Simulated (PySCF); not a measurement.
H₂Sb, SMILES [SbH2] (connectivity only; charge and spin as stated), charge +1, multiplicity 1. Heavy atoms are numbered as in [SbH2:1]. Hydrogens are named by the atom that carries them.

The structure is a stationary point at B3LYP-D3(BJ)/def2-TZVPD. The multiplicity is an assumed one; other spin states were not compared. The isomer is the one that the SMILES or the coordinates give; other isomers of the formula were not compared. The def2 effective core potentials stand for the cores of Sb; spin–orbit coupling is left out.

The numbers are results of HF/def2-TZVPD (PySCF), not measurements.

Mulliken values depend strongly on the basis, most of all with diffuse functions as here. ESP charges are fitted to the potential on shells at 1.4 to 2.0 van der Waals radii. Atomic charges (e), one atom of each kind:

| atom | Mulliken | ESP fit |
|---|---|---|
| Sb1 (SbH2) | 0.72 | 0.96 |
| H on Sb1 | 0.14 | 0.02 |
